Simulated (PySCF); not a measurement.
Ge(F)(Cl)2(Me) (CH3Cl2FGe), SMILES [CH3][Ge]([F])([Cl])[Cl]. Heavy atoms are numbered as in [CH3:1][Ge:2]([F:3])([Cl:4])[Cl:5]. Hydrogens are named by the atom that carries them.

Coordinates come from a B3LYP-D3(BJ)/def2-SVP optimisation. The structure was generated by enumeration, and PubChem lists no compound with its InChIKey, so it may never have been made.

All values below come from PBE/pcSseg-1 (PySCF).

GIAO shieldings, no solvent; atoms alike by connectivity are averaged. δ = σ(ref) − σ: ¹³C against TMS (σ = 182.0 ppm); ⁷³Ge against GeH4 (σ = 1614.4 ppm); ¹⁹F against CFCl3 (σ = 133.6 ppm); ³⁵Cl against HCl (σ = 936.5 ppm); ¹H against TMS (σ = 31.49 ppm), references at their B3LYP-D3(BJ)/def2-TZVP geometries, non-relativistic (without spin–orbit terms, shifts of atoms bonded to Cl or Br come out too high).

```
nucleus     atoms  count  δ (ppm)
-------  --------  -----  -------
¹³C      C1 (CH3)      1     17.0
⁷³Ge          Ge2      1    500.2
¹⁹F            F3      1   -116.7
³⁵Cl          Cl4      2    176.8
¹H        H on C1      3     1.58
```
